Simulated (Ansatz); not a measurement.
PdnHm: r2SCAN-D4/def2-TZVP single points in Ansatz on relaxed structures, gas phase. Each cluster is the lowest isomer that a short search found in that spin, judged at the geometry's level, and lower ones may exist. Core potentials for Pd, no spin–orbit coupling. HOMO and LUMO are taken over both spins. Binding counts from free atoms in the multiplicity of their measured ground term, without zero-point energy. The structures are stationary points that may keep the symmetry of their start. Remarks come from the PBE and PBE0 runs and from stability tests at other levels; not every state was tested. HOMO above LUMO (over both spins in singlets and doublets, within one spin in higher multiplets; at PBE or PBE0), or a gap under 0.15 eV within one spin, warns that the state may not be the lowest or that an electron is smeared out.

```csv
species,atoms,state,geometry,HOMO (eV),LUMO (eV),gap (eV),binding per atom (eV),lowest of the spins relaxed,point group (within 0.1 Å),remarks
Pd2H3,5,doublet,PBE0-D4/def2-TZVP,-5.11,-4.67,0.44,2.10,"doublet, of doublet/quartet",Cs,"near-degenerate levels, gap within one spin near zero, gap within one spin near zero at PBE or PBE0 (quartet)"
Pd4H3,7,doublet,B3LYP-D4/def2-SVP,-4.12,-3.53,0.59,2.32,–,C2,–
Pd3H5,8,doublet,PBE-D4/def2-SVP,-4.77,-4.07,0.70,2.35,"doublet, of doublet/quartet",Cs,–
Pd4H7,11,doublet,PBE0-D4/def2-SVP,-5.21,-4.31,0.90,2.47,–,–,–
```

The gap (eV) runs from 0.44 (Pd2H3) to 0.90 (Pd4H7). It rises with size. The binding per atom (eV) runs from 2.10 (Pd2H3) to 2.47 (Pd4H7). It rises with size.
